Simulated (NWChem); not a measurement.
System: MgH$_{2}$Se; SMILES [MgH][SeH]

Here is an NWChem input.

```
start job
memory heap 200 mb stack 900 mb global 1100 mb
geometry units angstroms noautoz
  Mg     0.126250    -1.620820    -0.001854
  H      0.182336    -3.313397    -0.004371
  Se     0.076422     0.821247     0.001423
  H     -1.397046     0.787718    -0.001723
end
basis spherical
  * library def2-svpd
end
dft
  xc pbe0
  iterations 150
end
tddft
  cis
  nroots 6
  notriplet
end
task tddft energy
```

All runs use the structure optimised with PBE0/def2-SVP.

Vertical excitations in the gas phase.

Question: Give the results of this calculation. (PBE0/def2-SVPD, TDA.) Quantities: lowest excitation, singlet (eV); oscillator strength of that lowest state; lowest state with f > 0.02, singlet (eV); oscillator strength of that bright state; orbital gap (eV).

Answer: 
```
Item                                      Value
----------------------------------------  -----
lowest excitation, singlet (eV)            4.57
oscillator strength of that lowest state  0.067
lowest state with f > 0.02, singlet (eV)   4.57
oscillator strength of that bright state  0.067
orbital gap (eV)                           5.81
```
